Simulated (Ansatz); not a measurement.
Stretching the Ga1–F4 bond in FGaH2 (SMILES [F][GaH2]) (multiplicity 1 held, fragments rigid). Energies count from the point at 1.770 Å.
Geometry at that point (charge 0, multiplicity 1):
```xyz
4

Ga    -0.1531    -0.2983     0.0991
H      0.6238    -1.0578     1.2132
H     -1.4763    -0.6025    -0.6615
F      0.6222     1.2119    -0.4027
```

Restricted levels (R-, RO-) in cc, def2 and unpolarised 6-31G sets keep to the state of the molecule at rest. Unrestricted levels (U-) break spin symmetry where that is lower. Curves can end on different states.

Cores are frozen in the correlated methods. Filled d and f shells under p-block atoms count as core.

Codes used: Ansatz (a program for electronic structure) with Gaussian orbitals. Each number belongs to the level named beside it.

Energies in kcal/mol.

```csv
R (Å),U-HF/cc-pVTZ,R-PBE/cc-pVTZ,U-r2SCAN/cc-pVTZ,R-B3LYP/cc-pVTZ,R-SCS-MP2/cc-pVTZ
1.416,67.1,72.4,67.8,71.1,___
1.593,9.6,12.9,10.6,12.0,___
1.770,0.0,0.0,0.0,0.0,0.0
1.947,9.3,5.8,7.8,6.7,7.0
2.124,25.2,18.4,22.1,20.3,21.4
2.390,51.4,40.2,45.9,43.4,46.2
2.655,75.3,60.2,67.4,64.6,69.6
3.098,92.4,86.2,94.2,92.3,___
3.540,95.4,103.6,108.2,111.4,125.9
4.071,96.4,116.6,116.7,126.1,147.4
4.779,96.8,125.8,121.9,137.5,166.8
5.665,96.9,131.0,124.5,144.6,178.8
```

Question: Fill in the missing entries.

Answer: 
- 1.593, R-SCS-MP2/cc-pVTZ: 12.7
- 3.098, R-SCS-MP2/cc-pVTZ: 101.8
- 1.416, R-SCS-MP2/cc-pVTZ: 73.6

Doubts at one or more of the structures used: a spin-contaminated determinant (U-HF/cc-pVTZ, U-r2SCAN/cc-pVTZ); a restricted determinant that unrestricted orbitals would lower (R-PBE/cc-pVTZ, R-B3LYP/cc-pVTZ, R-SCS-MP2/cc-pVTZ).
